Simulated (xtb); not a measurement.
N$_{2}$ (SMILES N#N), singlet, from a rough starting geometry; GFN2-xTB (xtb).

Here is a job for xtb.
```
$ xtb mol.xyz --gfn 2 --opt vtight --json

# file mol.xyz
2

N      0.01536465     0.02228103     0.57396884
N      0.02419006    -0.03785294    -0.53600075
```

What the program printed (banner, timings and long lists left out):

```
   ID    Z sym.   atoms
    1    7 N      1, 2

           -------------------------------------------------
          |                Calculation Setup                |
           -------------------------------------------------

           -------------------------------------------------
          |                 G F N 2 - x T B                 |
           -------------------------------------------------

          ...................................................
          :                      SETUP                      :
          :.................................................:
          :  # basis functions                   8          :
          :  # atomic orbitals                   8          :
          :  # shells                            4          :
          :  # electrons                        10          :
          :  max. iterations                   250          :
          :  Hamiltonian                  GFN2-xTB          :
          :  restarted?                      false          :
          :  GBSA solvation                  false          :
          :  PC potential                    false          :
          :  electronic temp.          300.0000000     K    :
          :  accuracy                    1.0000000          :
          :  -> integral cutoff          0.2500000E+02      :
          :  -> integral neglect         0.1000000E-07      :
          :  -> SCF convergence          0.1000000E-05 Eh   :
          :  -> wf. convergence          0.1000000E-03 e    :
          :  Broyden damping             0.4000000          :
          :  net charge                          0          :
          :  unpaired electrons                  0          :
          ...................................................

 iter      E             dE          RMSdq      gap      omega  full diag
   1     -5.8371494 -0.583715E+01  0.951E+00    5.15       0.0  T
   2     -5.8401097 -0.296029E-02  0.529E+00    4.64       1.0  T
   3     -5.8413820 -0.127234E-02  0.543E-01    4.02       1.0  T
   4     -5.8413828 -0.719356E-06  0.437E-02    4.02       1.6  T
   5     -5.8413829 -0.995109E-07  0.217E-04    4.02     326.5  T
   6     -5.8413829 -0.246381E-11  0.310E-06    4.02   22804.8  T

   *** convergence criteria satisfied after 6 iterations ***

         :::::::::::::::::::::::::::::::::::::::::::::::::::::
         ::                     SUMMARY                     ::
         :::::::::::::::::::::::::::::::::::::::::::::::::::::
         :: total energy              -5.763446297413 Eh    ::
         :: gradient norm              0.053674665265 Eh/a0 ::
         :: HOMO-LUMO gap              4.017308377192 eV    ::
         ::.................................................::
         :: SCC energy                -5.841382855548 Eh    ::
         :: -> isotropic ES            0.000120255761 Eh    ::
         :: -> anisotropic ES          0.000292412659 Eh    ::
         :: -> anisotropic XC          0.027267150714 Eh    ::
         :: -> dispersion             -0.000255714667 Eh    ::
         :: repulsion energy           0.077936558135 Eh    ::
         :: add. restraining           0.000000000000 Eh    ::
         :: total charge               0.000000000000 e     ::
         :::::::::::::::::::::::::::::::::::::::::::::::::::::

      -----------------------------------------------------------
     |                   =====================                   |
     |                        A N C O P T                        |
     |                   =====================                   |
     |               Approximate Normal Coordinate               |
     |                Rational Function Optimizer                |
      -----------------------------------------------------------
      -----------------------------------------------------------
     |                   =====================                   |
     |                        A N C O P T                        |
     |                   =====================                   |
     |               Approximate Normal Coordinate               |
     |                Rational Function Optimizer                |
      -----------------------------------------------------------

          ...................................................
          :                      SETUP                      :
          :.................................................:
          :   optimization level         verytight          :
          :   max. optcycles                   200          :
          :   ANC micro-cycles                  20          :
          :   degrees of freedom                 1          :
          :.................................................:
          :   RF solver                   davidson          :
          :   write xtbopt.log                true          :
          :   linear (good luck)              true          :
          :   energy convergence         0.1000000E-06 Eh   :
          :   grad. convergence          0.2000000E-03 Eh/α :
          :   maxmium RF displ.          1.0000000          :
          :   Hlow (freq-cutoff)         0.1000000E-01      :
          :   Hmax (freq-cutoff)         5.0000000          :
          :   S6 in model hess.         20.0000000          :
          ...................................................

generating ANC from exact Hessian ...
Using Lindh-Hessian (1995)
 Shifting diagonal of input Hessian by    0.0000000000000000
 Lowest  eigenvalues of input Hessian
    0.000000    0.000000    0.000000    0.000000    0.000000    2.334033
 Highest eigenvalues
    0.000000    0.000000    0.000000    0.000000    0.000000    2.334033

........................................................................
.............................. CYCLE    1 ..............................
........................................................................

[...]
 * total energy  :    -5.7634463 Eh     change        0.8881784E-15 Eh
 * total energy  :    -5.7638947 Eh     change       -0.4483728E-03 Eh
 * total energy  :    -5.7639353 Eh     change       -0.4064410E-04 Eh
 * total energy  :    -5.7639354 Eh     change       -0.8162958E-07 Eh
 * total energy  :    -5.7639354 Eh     change       -0.2429308E-07 Eh
   *** GEOMETRY OPTIMIZATION CONVERGED AFTER 5 ITERATIONS ***
[...]
 N  N  Rav=1.0982 sigma=0.0000  Rmin=1.0982  Rmax=1.0982     1

 selected bond angles (degree)
 --------------------

 selected dihedral angles (degree)
 ---------------------------------

           -------------------------------------------------
          |                Final Singlepoint                |
           -------------------------------------------------

          ...................................................
          :                      SETUP                      :
          :.................................................:
          :  # basis functions                   8          :
          :  # atomic orbitals                   8          :
          :  # shells                            4          :
          :  # electrons                        10          :
          :  max. iterations                   250          :
          :  Hamiltonian                  GFN2-xTB          :
          :  restarted?                      false          :
          :  GBSA solvation                  false          :
          :  PC potential                    false          :
          :  electronic temp.          300.0000000     K    :
          :  accuracy                    1.0000000          :
          :  -> integral cutoff          0.2500000E+02      :
          :  -> integral neglect         0.1000000E-07      :
          :  -> SCF convergence          0.1000000E-05 Eh   :
          :  -> wf. convergence          0.1000000E-03 e    :
          :  Broyden damping             0.4000000          :
          :  net charge                          0          :
          :  unpaired electrons                  0          :
          ...................................................

 iter      E             dE          RMSdq      gap      omega  full diag
   1     -5.8504637 -0.585046E+01  0.145E-09    4.13       0.0  T
   2     -5.8504637  0.177636E-14  0.781E-10    4.13  100000.0  T
   3     -5.8504637  0.266454E-14  0.885E-11    4.13  100000.0  T

   *** convergence criteria satisfied after 3 iterations ***

         :::::::::::::::::::::::::::::::::::::::::::::::::::::
         ::                     SUMMARY                     ::
         :::::::::::::::::::::::::::::::::::::::::::::::::::::
         :: total energy              -5.763935420241 Eh    ::
         :: gradient norm              0.000000285938 Eh/a0 ::
         :: HOMO-LUMO gap              4.128521045464 eV    ::
         ::.................................................::
         :: SCC energy                -5.850463724478 Eh    ::
         :: -> isotropic ES            0.000102468676 Eh    ::
         :: -> anisotropic ES          0.000342705685 Eh    ::
         :: -> anisotropic XC          0.027046202849 Eh    ::
         :: -> dispersion             -0.000255719440 Eh    ::
         :: repulsion energy           0.086528304237 Eh    ::
         :: add. restraining           0.000000000000 Eh    ::
         :: total charge              -0.000000000000 e     ::
         :::::::::::::::::::::::::::::::::::::::::::::::::::::

           -------------------------------------------------
          |                Property Printout                |
           -------------------------------------------------

    * Orbital Energies and Occupations

         #    Occupation            Energy/Eh            Energy/eV
      -------------------------------------------------------------
         1        2.0000           -0.7172816             -19.5182
         2        2.0000           -0.5734672             -15.6048
         3        2.0000           -0.5734672             -15.6048
         4        2.0000           -0.5698360             -15.5060
         5        2.0000           -0.4514204             -12.2838 (HOMO)
         6                         -0.2997001              -8.1553 (LUMO)
         7                         -0.2997001              -8.1553
         8                          0.7707532              20.9733
      -------------------------------------------------------------
                  HL-Gap            0.1517204 Eh            4.1285 eV
             Fermi-level           -0.3755602 Eh          -10.2195 eV

     #   Z          covCN         q      C6AA      α(0)
     1   7 N        0.981    -0.000    20.943     6.584
     2   7 N        0.981     0.000    20.943     6.584

 Mol. C6AA /au·bohr⁶  :         83.773341
 Mol. C8AA /au·bohr⁸  :       1848.107227
 Mol. α(0) /au        :         13.167612

Wiberg/Mayer (AO) data.
largest (>0.10) Wiberg bond orders for each atom

 ---------------------------------------------------------------------------
     #   Z sym  total        # sym  WBO       # sym  WBO       # sym  WBO
 ---------------------------------------------------------------------------
     1   7 N    3.000 --     2 N    3.000
     2   7 N    3.000 --     1 N    3.000
 ---------------------------------------------------------------------------

Topologies differ in total number of bonds
Writing topology from bond orders to xtbtopo.mol

molecular dipole:
                 x           y           z       tot (Debye)
 q only:        0.000      -0.000      -0.000
   full:        0.000      -0.000       0.000       0.000
molecular quadrupole (traceless):
                xx          xy          yy          xz          yz          zz
 q only:        0.000      -0.000       0.000      -0.000       0.000      -0.000
  q+dip:        0.185       0.000       0.184       0.004      -0.030      -0.369
   full:        0.845       0.001       0.838       0.020      -0.137      -1.683

optimized geometry written to: xtbopt.xyz

           -------------------------------------------------
          | TOTAL ENERGY               -5.763935420241 Eh   |
          | GRADIENT NORM               0.000000285938 Eh/α |
          | HOMO-LUMO GAP               4.128521045464 eV   |
           -------------------------------------------------

normal termination of xtb
```
